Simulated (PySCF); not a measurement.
HSE06 single point of sextet FeO(OH) at its PBE0 minimum.

Input, equivalent to the run apart from its starting density:

```python
from pyscf import gto, scf, dft
mol = gto.M(atom='''
Fe     0.055575    -0.042754    -0.051900
O      1.679599    -0.017948    -0.004144
O     -1.699299     0.174941     0.196684
H     -2.250697     0.672489     0.801678''',
    basis={'Fe': 'def2-SVP', 'O': 'def2-SVP', 'H': 'def2-SVP'},
    charge=0, spin=5)
mf = dft.UKS(mol, xc='HSE06')
mf.grids.atom_grid = (75, 302)
aux = {'Fe': 'def2-universal-JKFIT', 'O': 'def2-universal-JKFIT', 'H': 'def2-universal-JKFIT'}
mf = mf.density_fit(auxbasis=aux)
mf.conv_tol = 1e-08
mf.diis_space = 10
mf.max_cycle = 60
mf.verbose = 4
mf.kernel()
```

SCF log (excerpt):

```
init E= -1414.08691454018
cycle= 1 E= -1414.08690595138  delta_E= 8.59e-06  |g|= 0.0119  |ddm|= 0.0178
cycle= 2 E= -1414.08577846728  delta_E= 0.00113  |g|= 0.056  |ddm|= 0.0373
cycle= 3 E= -1414.08695154078  delta_E= -0.00117  |g|= 0.00456  |ddm|= 0.0323
cycle= 4 E= -1414.08695998926  delta_E= -8.45e-06  |g|= 0.000804  |ddm|= 0.00394
cycle= 5 E= -1414.086960267  delta_E= -2.78e-07  |g|= 0.000412  |ddm|= 0.000831
cycle= 6 E= -1414.08696034431  delta_E= -7.73e-08  |g|= 0.000198  |ddm|= 0.000312
cycle= 7 E= -1414.08696036124  delta_E= -1.69e-08  |g|= 3.91e-05  |ddm|= 0.000178
cycle= 8 E= -1414.08696036232  delta_E= -1.08e-09  |g|= 7.81e-06  |ddm|= 5.26e-05
Extra cycle  E= -1414.08696036251  delta_E= -1.95e-10  |g|= 6.41e-06  |ddm|= 2.65e-05
converged SCF energy = -1414.08696036251  <S^2> = 8.7688192  2S+1 = 6.0062698
```

With open d or f shells other occupations or spin states may lie lower.

This run, together with those of the ionised and electron-attached species (not shown), took 7.6 s on 2 threads of a shared Arm Neoverse V2 host, with 64 basis functions; the process peaked at 0.7 GiB.
